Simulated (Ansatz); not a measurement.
Ta₂P₂, relaxed as a singlet with RKS PBE0-D4/def2-SVP in Ansatz, starting from the GFN1-xTB geometry. Force threshold 0.02 eV/Å.

In the def2 sets Ta takes a core potential; there is no spin–orbit coupling. The structure comes from a short search, and lower isomers may exist.

Start:

```xyz
4

Ta   -0.5545   -1.3723   -0.3963
Ta    2.2337    0.9014   -1.6225
P    -0.0289    0.6318    0.2164
P    -1.6503   -0.1609    1.8024
```

(1) Estimate the energy that the relaxation releases and the steps that it takes.

(2) Does the start keep its bonding and symmetry?

(3) Predict the relaxed structure.

Answers

(1) 758.2 kJ/mol, in 16 steps; 51 s on 4 threads of Arm Neoverse V1 on a shared host. No frequencies were taken in this run, so the end may be a saddle point.

(2) Bonds formed: Ta2–P4 (atoms count from 1). The end is the same structure that another start reached, the lowest one found.

(3) 
```xyz
4

Ta   -0.659   -0.828   -0.979
Ta    1.413   -0.108   -0.267
P    -0.447    1.409   -0.126
P    -0.307   -0.472    1.372
```
Bond lengths (bridged metal pairs left out): 4 × P–Ta 2.40 Å; 1 × P–P 2.41 Å.
